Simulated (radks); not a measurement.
Question: Radial electron density D(r) = 4 pi r^2 rho(r) of an atom or ion with 12 electrons. Calculated with a radial shooting solver on a logarithmic mesh with Libxc functionals: scalar-relativistic Kohn-Sham, PBEsol, spin-polarised, spherical densities, point nucleus.

r (bohr)  D(r) (e/bohr)
0.004343         0.3052
0.005521         0.4773
0.007075         0.7511
0.008995          1.152
0.01143           1.744
0.01454           2.595
0.01863           3.823
0.02368           5.409
0.0301            7.388
0.03827           9.655
0.04904           12.00
0.06234           13.81
0.07925           14.58
0.1007            13.93
0.1291            11.94
0.1641            9.705
0.2086            8.539
0.2652            9.257
0.3399            11.31
0.4321            12.66
0.5493            11.75
0.6983            8.630
0.8948            4.797
1.138             2.234
1.446             1.234
1.838             1.079
2.356            0.9288
2.995            0.5612
3.807            0.2120
4.84            0.04710
6.202          0.005048
7.884         0.0002550

What is the nuclear charge?

Answer: Z = 13. The innermost maximum, from 1s, lies near gamma/Z bohr with gamma = sqrt(1 - (Z/c)^2) = 0.995, here 0.0766 bohr (found: 0.0805), and its height grows with Z. The density is that of the aluminium ion Al+ in [Ne] 3s2; the configuration itself is not fixed sharply by these data, and Z only to about a unit. D(r) has 2 maxima, at r = 0.0805, 0.450 bohr, and minima at 0.215 bohr, inside which lie 2.20 electrons.
